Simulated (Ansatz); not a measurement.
Reaction (redistribution): `[OH][GeH]([OH])[Cl]` + `C[SiH2]CCCl` → `[OH][Ge]([OH])([Cl])[Cl]` + `CC[SiH2]C`

Program: Ansatz. Geometries: PBE0-D4/def2-TZVP. ΔE: electronic, gas phase. CCSD(T)/CBS is the MP2 limit (def2-TZVPP, def2-QZVPP) plus CCSD(T) − MP2 in def2-TZVPP, frozen cores. For Ge outer-core shells are correlated without core-valence functions, which leaves a few kJ/mol of doubt a bond. Scalar relativity is left out up to krypton. One conformer a species, not always the lowest.

| level | ΔE (kJ/mol) |
| --- | --- |
| HF/def2-TZVPP | -129.5 |
| MP2/def2-TZVPP | -128.7 |

(1) What does CCSD(T)/CBS give? (Best estimate.)

Largest T1 diagnostic among the species: 0.011.

## Answers

(1) The calculation gave: -121.5 kJ/mol. The listed levels differ from it by -8.0, -7.2 kJ/mol.

From PBE to PBE0 (25 % exact exchange), in def2-TZVPP and without D4, ΔE moves by −4.8 kJ/mol.
